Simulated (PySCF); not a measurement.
C₂H₃ClF₂Si, SMILES F/C=C\[Si@H](F)Cl.

Geometry optimised at PBE-D3(BJ)/def2-SVP. The structure was generated by enumeration; whether it is a known compound was not checked. Other conformers were not sampled.

The numbers are results of TDDFT-LC-ωPBE/def2-SVPD run with PySCF, not measurements.

Vertical excitations. 

Computed excitation energies, oscillator strengths and character:
```
state  energy (eV)  λ (nm)      f                                                                 main pairs
-----  -----------  ------  -----  -------------------------------------------------------------------------
S1            6.92     179  0.374                                                             HOMO→LUMO 96 %
S2            7.28     170  0.007                                         HOMO−1→LUMO 66 %, HOMO−3→LUMO 22 %
S3            7.97     156  0.017                                                           HOMO→LUMO+1 83 %
S4            8.57     145  0.011       HOMO−5→LUMO 46 %, HOMO−4→LUMO 19 %, HOMO−1→LUMO 9 %, HOMO−2→LUMO 7 %
S5            8.65     143  0.017                  HOMO−1→LUMO+2 31 %, HOMO−1→LUMO+1 28 %, HOMO−1→LUMO+5 7 %
S6            8.78     141  0.016      HOMO−2→LUMO 29 %, HOMO−5→LUMO 24 %, HOMO−3→LUMO 12 %, HOMO−1→LUMO 7 %
S7            8.91     139  0.003                        HOMO−3→LUMO 33 %, HOMO−2→LUMO 20 %, HOMO−1→LUMO 7 %
S8            9.06     137  0.003    HOMO→LUMO+2 34 %, HOMO−2→LUMO 13 %, HOMO−2→LUMO+2 11 %, HOMO→LUMO+8 7 %
S9            9.11     136  0.002                        HOMO→LUMO+3 42 %, HOMO→LUMO+8 15 %, HOMO−2→LUMO 9 %
S10           9.33     133  0.038     HOMO→LUMO+4 19 %, HOMO→LUMO+3 11 %, HOMO−2→LUMO+2 9 %, HOMO−4→LUMO 9 %
T1            3.91     317      0                                                             HOMO→LUMO 84 %
T2            6.72     184      0                                         HOMO−1→LUMO 57 %, HOMO−3→LUMO 26 %
T3            7.72     161      0                                                           HOMO→LUMO+1 79 %
T4            8.01     155      0  HOMO−1→LUMO+1 13 %, HOMO−1→LUMO+2 12 %, HOMO−4→LUMO 12 %, HOMO−2→LUMO 9 %
```
Triplets are in the Tamm–Dancoff approximation, which puts them higher than full response would, so one can lie above its singlet here.
